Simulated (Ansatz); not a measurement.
Job for Ansatz (a first-principles code): R-PBE/def2-TZVPPD on C5H12 (a complex), monomers drawn apart or pushed together. Files ending in .json are basis or fitting sets from the Basis Set Exchange.

Ansatz 0.2 input:
```yaml
crystal:
  periodic: [false, false, false]
  atoms:
    - {symbol: C, position_ang: [0.64729091, -0.33917359, 0.27888668]}
    - {symbol: C, position_ang: [-0.54019352, 0.23663720, 0.16782548]}
    - {symbol: H, position_ang: [1.49451424, 0.18189544, 0.70759779]}
    - {symbol: H, position_ang: [0.82014564, -1.35622128, -0.05164623]}
    - {symbol: H, position_ang: [-1.38918549, -0.28459501, -0.25755980]}
    - {symbol: H, position_ang: [-0.71309671, 1.25336243, 0.49940167]}
    - {symbol: C, position_ang: [-1.19878317, -0.50277253, 4.40839207]}
    - {symbol: C, position_ang: [0.32569119, -0.45026282, 4.43238968]}
    - {symbol: C, position_ang: [0.86666687, 0.97318478, 4.33327703]}
    - {symbol: H, position_ang: [-1.56627025, -1.52720023, 4.49458030]}
    - {symbol: H, position_ang: [-1.62519683, 0.07581967, 5.23194823]}
    - {symbol: H, position_ang: [-1.58519364, -0.08800973, 3.47464998]}
    - {symbol: H, position_ang: [0.71902731, -1.04612013, 3.60435114]}
    - {symbol: H, position_ang: [0.69468691, -0.91722446, 5.35060917]}
    - {symbol: H, position_ang: [1.95843038, 0.99049574, 4.34097415]}
    - {symbol: H, position_ang: [0.53080356, 1.45371519, 3.41150812]}
    - {symbol: H, position_ang: [0.51786666, 1.58505342, 5.16903544]}
basis:
  gaussian:
    orbitals: def2-TZVPPD.json
hamiltonian:
  xc: {name: PBE}
scf: {lower_state_search: off}
```

Problem. Give the final energy of this run.

Solution. -197.5062 hartree.

Problem. How many basis functions does it have, and what does it roughly cost on one machine?

Solution. 389 functions; around 11 core-seconds (rough).
